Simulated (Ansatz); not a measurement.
Input for Ansatz (an electronic-structure program): R-PBE/def2-TZVPP on H5NSi2 (SMILES N[Si][SiH3]), a point of a torsion scan.

Ansatz 0.2 input:
```yaml
crystal:
  periodic: [false, false, false]
  atoms:
    - {symbol: N, position_ang: [1.84483580, -0.20047184, 0.06430488]}
    - {symbol: Si, position_ang: [0.99023876, -0.76890132, 1.45192335]}
    - {symbol: Si, position_ang: [1.36657586, 0.76278156, 3.10833561]}
    - {symbol: H, position_ang: [2.02919153, 0.76875631, -0.15159292]}
    - {symbol: H, position_ang: [1.88633162, -0.75178361, -0.77811896]}
    - {symbol: H, position_ang: [2.10382564, 0.00344852, 4.13838266]}
    - {symbol: H, position_ang: [2.01683856, 2.08692643, 3.12745499]}
    - {symbol: H, position_ang: [0.04685206, 1.02947449, 3.71627418]}
basis:
  gaussian:
    orbitals: def2-TZVPP
hamiltonian:
  xc: {name: PBE}
scf: {lower_state_search: off}
```

Question: Predict the final total energy.

Answer: -636.3868 hartree.
